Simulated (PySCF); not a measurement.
Harmonic spectrum computed at PBE0 in the def2-TZVP basis family (core potentials from Rb on, PySCF, no spin–orbit coupling):

| ω (cm⁻¹) | IR (km/mol) |
| --- | --- |
| 451 | 42.7 |
| 464 | 224 |
| 570 | 15.9 |
| 957 | 64.7 |
| 969 | 116 |
| 1209 | 166 |
| 1457 | 302 |
| 3762 | 17.3 |
| 3913 | 130 |

Which molecule gave it? In each, all ligands are bound to the one heavy central atom.
A. Sr(OH)₂ (singlet)
B. C(OH)₂ (singlet)
C. Ga(OH)₂ (doublet)
D. B(OH)₂ (doublet)
E. Se(OH)₂ (singlet)

D. It has Cs symmetry with B–O 1.341 Å, B–O 1.355 Å, O–H 0.959 Å, O–H 0.967 Å.
